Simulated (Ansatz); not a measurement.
Start from `B[Si](O)(F)Cl` and change one atom or group to get `B[Si](O)(F)[SiH3]`.

Ansatz, PBE0-D4/def2-TZVP geometries, multiplicity 1. Each molecule was computed in one conformer, which needn't be the lowest.

```
                                      property  `B[Si](O)(F)Cl`
         LUMO energy (ωB97M-V/def2-TZVPP) / eV            -0.83
            LUMO energy (PBE0/def2-TZVPP) / eV            -2.84
           HOMO–LUMO gap (PBE/def2-TZVPP) / eV             3.69
size of the dipole moment (PBE/def2-TZVPP) / D             1.00
         HOMO energy (ωB97M-V/def2-TZVPP) / eV           -11.00
             LUMO energy (PBE/def2-TZVPP) / eV            -3.84
```

Problem. Give the same properties after the change, and the shifts. (Estimate.)

Solution. Ansatz gave: 
| property | `B[Si](O)(F)[SiH3]` | shift |
| --- | --- | --- |
| LUMO energy (ωB97M-V/def2-TZVPP) / eV | -0.88 | -0.05 |
| LUMO energy (PBE0/def2-TZVPP) / eV | -2.81 | 0.03 |
| HOMO–LUMO gap (PBE/def2-TZVPP) / eV | 2.65 | -1.04 |
| size of the dipole moment (PBE/def2-TZVPP) / D | 1.01 | 0.01 |
| HOMO energy (ωB97M-V/def2-TZVPP) / eV | -9.61 | 1.39 |
| LUMO energy (PBE/def2-TZVPP) / eV | -3.79 | 0.05 |

Dipoles are sizes alone; their direction can turn.
